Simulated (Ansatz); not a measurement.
Geometry optimisation, UKS PBE0-D4/def2-SVP in Ansatz 0.2.0.

input.yaml

```yaml
crystal:
  periodic: [false, false, false]
  atoms:
    - { symbol: B, position_ang: [0.0, 0.0, 0.0] }
    - { symbol: Cl, position_ang: [0.0, 0.0, 2.11] }
    - { symbol: Cl, position_ang: [1.6108, 0.0, -0.93] }
    - { symbol: Cl, position_ang: [-1.6108, 0.0, -0.93] }
    - { symbol: F, position_ang: [0.0, 0.0, 3.91] }
magnetization:
  spin_polarized: true
  initial_magnetization: 1
basis:
  gaussian: { orbitals: def2-SVP }
hamiltonian:
  xc: pbe0
  dispersion: d4
relax:
  f_tol: 0.15
  max_steps: 25
  restrain:
    - { distance: [1, 4], at: 2.7, k: 30.0 }
    - { distance: [0, 1], at: 1.86, k: 30.0 }
```

Command:

```bash
$ ansatz run input.yaml --threads 2 --pin off --max-ram 3072MiB --backend cpu --events-out ev --progress --plain --runs-dir out
```

**Question.** Where does it end, and by what steps?

**Answer.** It converged. The restraints hold the end off the free minimum; the threshold counts their pulls, which the force column leaves out. Restrained pairs: Cl2–F5 (1.80 → 2.70 Å), B1–Cl2 (2.11 → 1.82 Å). After 4 steps the energy has fallen by 1.881 eV (the restraints' own energy left out); F5 moved furthest, 0.51 Å.

| step | energy less start (eV) | largest force component (eV/Å) | accepted |
| --- | --- | --- | --- |
| 0 | 0.0000 | 4.660 | yes |
| 1 | -1.3509 | 3.514 | yes |
| 2 | -1.8960 | 0.673 | yes |
| 3 | -1.8757 | 1.482 | yes |
| 4 | -1.8815 | 1.333 | yes |

```xyz
5
Properties=species:S:1:pos:R:3
B 0.000 0.000 -0.096
Cl 0.000 0.000 1.719
Cl 1.513 0.000 -0.940
Cl -1.513 0.000 -0.940
F 0.000 0.000 4.418
```

Run time: 39 s on 2 threads of Arm Neoverse V2 (shared host), peak memory 0.27 GiB.
